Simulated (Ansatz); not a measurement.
Frontier orbitals of C2H8MoN2O, SMILES `C[O][Mo]([CH3])(=[NH])=[NH]`.

```
atom    x (Å)    y (Å)    z (Å)
  C1  -0.4017  -2.3769  -0.7588
  O2   0.0121  -1.3854   0.1389
 Mo3   0.4254   0.4367   0.0628
  C4  -0.8463   1.5231   1.3550
  N5   2.0142   0.8018   0.6312
  N6   0.1276   1.1166  -1.4997
  H7  -1.1513  -3.0067  -0.2705
  H8   0.4483  -3.0070  -1.0401
  H9  -0.8389  -1.9436  -1.6644
 H10  -0.7045   1.1516   2.3737
 H11  -0.6252   2.5907   1.3329
 H12  -1.8822   1.3667   1.0417
 H13   2.9773   1.1033   0.6092
 H14   0.4452   1.6291  -2.3119
```

Charge 0, multiplicity 1. Correlated methods include outer-core shells of Mo, which these sets cover unevenly. Mo takes the def2 core potential. Geometry: relaxed with PBE0-D4/def2-TZVP. It is one conformer, not always the lowest. Basis def2-TZVPP, the Gaussian-basis code of Ansatz.

```tsv
functional	HOMO (eV)	LUMO (eV)	gap (eV)
PBE	-6.04	-2.15	3.89
revPBE	-5.98	-2.07	3.91
PBE0	-7.39	-1.35	6.04
r2SCANh	-6.82	-1.76	5.06
CAM-B3LYP	-8.75	-0.28	8.47
LC-ωPBE	-10.07	0.86	10.93
ωB97X-V	-9.73	0.77	10.50
ωB97M-V	-9.67	0.68	10.35
```

From PBE to PBE0 the HOMO moves by −1.34 eV and the LUMO by +0.81 eV, and with ωB97M-V by −3.62 and +2.83 eV, so the gap grows from 3.89 to 10.35 eV with exact exchange. A positive LUMO is unbound and depends on the basis.

LC-ωPBE has ω = 0.4 bohr⁻¹.
